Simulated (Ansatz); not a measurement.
`F[SiH2]/C=C/[SiH3]` + NH₃ → `N[SiH2]/C=C/[SiH3]` + H–F at 700 K and 1 bar (ligand exchange at the Si–F bond).

Gas-phase electronic energies from Ansatz, PBE0-D4/def2-TZVP geometries. CBS: MP2 limit from def2 TZ/QZ plus the TZ coupled-cluster correction, frozen cores. This one scheme is used for every species. Double bonds are as drawn, so ΔE can hold a change between cis and trans. Each species was taken in one conformer, which may not be the lowest.

```csv
species,CCSD(T)/CBS energy (Eh),H − E (kJ/mol),S (J/(mol·K))
`F[SiH2]/C=C/[SiH3]`,-758.30379,292.4,498.5
NH₃,-56.50880,116.9,226.5
`N[SiH2]/C=C/[SiH3]`,-714.38479,364.8,537.4
H–F,-100.39570,45.2,198.5
```

H − E and S are ideal-gas, rigid-rotor, harmonic terms from PBE0-D4/def2-TZVP, for one conformer and one mirror image of each species. 1 Eh = 2625.50 kJ/mol, R = 8.31446 J/(mol·K).

Task: By hand: ΔE, ΔH, ΔS and ΔG.

Result: ΔE = (-714.38479) + (-100.39570) − (-758.30379) − (-56.50880) = 0.03210 Eh = 84.3 kJ/mol. Δ(H − E) = 364.8 + 45.2 − 292.4 − 116.9 = 0.7, so ΔH = 85.0 kJ/mol. ΔS = 537.4 + 198.5 − 498.5 − 226.5 = 10.9 J/(mol·K). ΔG = 85.0 − 700 × (10.9)/1000 = 77.4 kJ/mol.

Task: By hand: the equilibrium constant, and the temperature at which ΔG would vanish if ΔH and ΔS stayed fixed.

Result: log₁₀ K = −ΔG/(RT ln 10) = -5.8. ΔG = 0 at ΔH/ΔS = 7798 K, far beyond where these terms or the molecules hold.

The number of gas molecules stays the same, so ΔS is small and ΔH decides. A doubt of 5 kJ/mol in ΔE shifts log₁₀ K by 0.4 here. Other conformers and mirror images would add mixing entropy, several J/(mol·K) or more a flexible species. These are equilibria of isolated gas molecules and say nothing of rates. Largest T1 diagnostic: 0.012 (customary marks: 0.02 for closed shells, 0.045 for open ones).
